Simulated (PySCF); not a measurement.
First SCF of a structure search on singlet Zn2S2, at a hand-made trans-bent X-M-M-X geometry. PySCF input:

```python
from pyscf import gto, scf, dft
mol = gto.M(atom='''
Zn     0.000000     0.000000     1.180000
Zn     0.000000     0.000000    -1.180000
S      1.768000     0.000000     2.506000
S     -1.768000     0.000000    -2.506000''',
    basis={'Zn': 'def2-TZVP', 'S': 'def2-TZVP'},
    charge=0, spin=0)
mf = dft.RKS(mol, xc='PBE0')
mf.grids.atom_grid = (50, 194)
aux = {'Zn': 'def2-universal-JKFIT', 'S': 'def2-universal-JKFIT'}
mf = mf.density_fit(auxbasis=aux)
mf.conv_tol = 1e-08
mf.diis_space = 10
mf.max_cycle = 60
mf.init_guess = 'minao'
mf.verbose = 4
mf.kernel()
```

Excerpt of the output (cycles and frontier levels):

```
init E= -4353.81445057141
  HOMO = -0.287628230883715  LUMO = -0.220759485659134  gap/eV = 1.81959
cycle= 1 E= -4353.92705964011  delta_E= -0.113  |g|= 1.56  |ddm|= 2.34
  HOMO = -0.184053006883325  LUMO = -0.171966906541712  gap/eV = 0.32888
cycle= 2 E= -4349.38456792474  delta_E= 4.54  |g|= 4.42  |ddm|= 4.25
  HOMO = -0.275910840147206  LUMO = -0.213453374351573  gap/eV = 1.69955
cycle= 3 E= -4354.24531464639  delta_E= -4.86  |g|= 0.659  |ddm|= 3.87
  HOMO = -0.227068028162788  LUMO = -0.196147981233086  gap/eV = 0.84138
cycle= 4 E= -4354.20240263685  delta_E= 0.0429  |g|= 0.647  |ddm|=  1.2
  HOMO = -0.255014467901981  LUMO = -0.208878857436183  gap/eV = 1.25541
cycle= 5 E= -4354.35047545595  delta_E= -0.148  |g|= 0.153  |ddm|= 0.524
  HOMO = -0.260368257111942  LUMO = -0.207603801375388  gap/eV = 1.43579
cycle= 6 E= -4354.35831676624  delta_E= -0.00784  |g|= 0.0449  |ddm|= 0.127
  HOMO = -0.260450594097373  LUMO = -0.20651391669465  gap/eV = 1.46769
cycle= 7 E= -4354.35909382864  delta_E= -0.000777  |g|= 0.00518  |ddm|= 0.0514
  HOMO = -0.260664999941769  LUMO = -0.206777084344445  gap/eV = 1.46636
cycle= 8 E= -4354.35911174128  delta_E= -1.79e-05  |g|= 0.00289  |ddm|= 0.0117
  HOMO = -0.260389228609368  LUMO = -0.206547491699787  gap/eV = 1.46511
cycle= 9 E= -4354.35911912898  delta_E= -7.39e-06  |g|= 0.00127  |ddm|= 0.00922
  HOMO = -0.260295866295816  LUMO = -0.206546241100458  gap/eV = 1.46260
cycle= 10 E= -4354.35912145243  delta_E= -2.32e-06  |g|= 0.000575  |ddm|= 0.00699
  HOMO = -0.260283195273593  LUMO = -0.206551759027352  gap/eV = 1.46211
cycle= 11 E= -4354.35912166328  delta_E= -2.11e-07  |g|= 0.000204  |ddm|= 0.00194
  HOMO = -0.260282409685127  LUMO = -0.206552221328963  gap/eV = 1.46207
cycle= 12 E= -4354.35912168361  delta_E= -2.03e-08  |g|= 3.23e-05  |ddm|= 0.00059
  HOMO = -0.260285430125821  LUMO = -0.20655482946168  gap/eV = 1.46208
cycle= 13 E= -4354.35912168402  delta_E= -4.17e-10  |g|= 1.61e-05  |ddm|= 0.00012
  HOMO = -0.26028500855337  LUMO = -0.206554320594922  gap/eV = 1.46209
Extra cycle  E= -4354.35912167923  delta_E= 4.8e-09  |g|= 0.000103  |ddm|= 0.000127
converged SCF energy = -4354.35912167923
```

No lower solution of this spin was found from smeared starts or by a stability analysis within the restricted form, which does not test spin polarisation.

Stability towards spin polarisation was not tested.

The search for the lowest solution, 3 starts and the stability check together, took about 2.2 core-minutes on a shared host.
